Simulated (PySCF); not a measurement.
C2H4BBrO. Atoms are numbered in the order given.

```xyz
9

B     -0.3174    -0.5654     0.0000
Br     0.1930     1.3250     0.0000
C      0.7847    -1.6617     0.0000
C      0.4812    -2.9790     0.0000
H      1.8466    -1.3616     0.0000
H      1.2565    -3.7640     0.0000
H     -0.5680    -3.3207     0.0000
O     -1.6354    -0.8933     0.0000
H     -2.2168    -0.1109     0.0000
```

Geometry optimised at PBE-D3(BJ)/def2-SVP. One conformer was computed; it need not be the lowest.

All values below come from PBE-D3(BJ)/def2-SVP run with PySCF 2.14.0.

Frequencies are harmonic and unscaled.

```csv
mode,ν (cm⁻¹),IR (km/mol),moving atoms (share of kinetic energy)
1,68,1.2,"C 52 %, H 35 %"
2,179,0.1,"C 31 %, O 26 %, H 20 %, B 12 %, Br 11 %"
3,288,5.7,"C 45 %, O 28 %, H 17 %"
4,331,8.2,"Br 32 %, O 30 %, C 21 %, H 13 %"
5,385,2.2,"H 55 %, B 37 %"
6,566,96.4,"H 89 %, O 9 %"
7,616,37.2,"C 29 %, O 24 %, B 24 %, H 19 %"
8,646,18.9,"B 45 %, H 29 %, C 23 %"
9,874,106.1,"H 54 %, B 27 %, C 15 %"
10,966,25.3,"H 72 %, C 28 %"
11,998,5.6,"H 74 %, C 18 %"
12,1014,11.8,"H 92 %, C 8 %"
13,1088,336.4,"H 49 %, B 34 %, O 14 %"
14,1258,16.2,"H 69 %, C 27 %"
15,1351,107.5,"H 46 %, B 33 %, O 13 %"
16,1405,102.4,"H 41 %, B 37 %, C 12 %, O 10 %"
17,1628,60.6,"C 86 %, H 13 %"
18,3059,12.0,H 95 %
19,3096,2.4,"H 92 %, C 8 %"
20,3156,5.5,"H 89 %, C 11 %"
21,3731,84.5,H 94 %
```
